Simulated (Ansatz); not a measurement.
Two members of one family (Series [BH3X]-), computed with Ansatz in the gas phase. The two geometries come from different levels. A dash marks a value that wasn't run or was left out as unsound. The structures are stationary points that may keep the symmetry of their start. Remarks come from the PBE and PBE0 runs and from stability tests at other levels; not every state was tested. HOMO above LUMO (over both spins in singlets and doublets, within one spin in higher multiplets; at PBE or PBE0), or a gap under 0.15 eV within one spin, warns that the state may not be the lowest or that an electron is smeared out.

First: [BFH3]- (singlet, charge -1, PBE0-D4/def2-TZVPD geometry).

```csv
atom,x (Å),y (Å),z (Å)
B1,-0.0017,0.0272,-0.0250
F2,0.0399,-1.0400,0.9634
H3,-0.8696,-0.2227,-0.8821
H4,1.1068,0.1274,-0.5862
H5,-0.2755,1.1081,0.5298
```

| level | HOMO (eV) | vertical IE (eV) |
| --- | --- | --- |
| PBE-D4/def2-SVPD | -0.15 | – |
| r2SCAN-D4/def2-TZVPD | -0.48 | 3.94 |
| PBE0-D4/def2-SVPD | -1.56 | – |
| PBE0-D4/def2-TZVPD | -1.58 | 4.12 |
| CAM-B3LYP-D4/def2-TZVPD | -3.08 | – |

Remarks: gap within one spin near zero at PBE or PBE0 (neutral doublet), HOMO above LUMO (neutral doublet).

Second: [BBrH3]- (singlet, charge -1, PBE-D4/def2-TZVPD geometry).

```xyz
5

B    -0.098   -0.141   -0.165
Br    0.786    1.139    1.332
H    -0.335    0.591   -1.115
H    -1.104   -0.600    0.355
H     0.751   -0.989   -0.407
```

**Question.** Estimate how these quantities change from the first to the second (second minus first).

**Answer.** 
```csv
level,Δ HOMO (eV),Δ vertical IE (eV)
PBE-D4/def2-SVPD,-0.66,–
r2SCAN-D4/def2-TZVPD,-0.59,0.20
PBE0-D4/def2-SVPD,-0.46,–
PBE0-D4/def2-TZVPD,-0.43,0.12
CAM-B3LYP-D4/def2-TZVPD,-0.28,–
```

Remarks: gap within one spin near zero at PBE or PBE0 (neutral doublet), HOMO above LUMO (neutral doublet).
